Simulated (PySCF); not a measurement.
F₄H₄O₂Si, neutral, multiplicity 1. Atoms are numbered in the order given.

```xyz
11

Si     0.0000     0.0000    -0.2347
F     -0.0586     1.6240     0.0848
F      0.0586    -1.6240     0.0848
F     -1.2691    -0.0506    -1.2615
F      1.2691     0.0506    -1.2615
O     -1.3510    -0.0345     1.2542
H     -2.0132    -0.6899     0.9917
H     -1.7750     0.8354     1.2082
O      1.3510     0.0345     1.2542
H      2.0132     0.6899     0.9917
H      1.7750    -0.8354     1.2082
```

The structure is a stationary point at PBE0-D3(BJ)/def2-SVP. One conformer was computed; it need not be the lowest.

These are HF/def2-TZVP (PySCF) values and carry that method's errors.

Symmetry labels are those of the subgroup C2 that the program uses (full group C2).

Computed valence orbital energies around the gap with their symmetry:
```csv
orbital,symmetry,energy (eV)
HOMO−7,A,-17.25
HOMO−6,B,-17.15
HOMO−5,A,-16.80
HOMO−4,B,-16.45
HOMO−3,B,-16.08
HOMO−2,A,-16.05
HOMO−1,A,-15.87
HOMO,B,-15.70
LUMO,A,2.81
LUMO+1,B,3.47
LUMO+2,B,4.79
LUMO+3,A,5.00
```
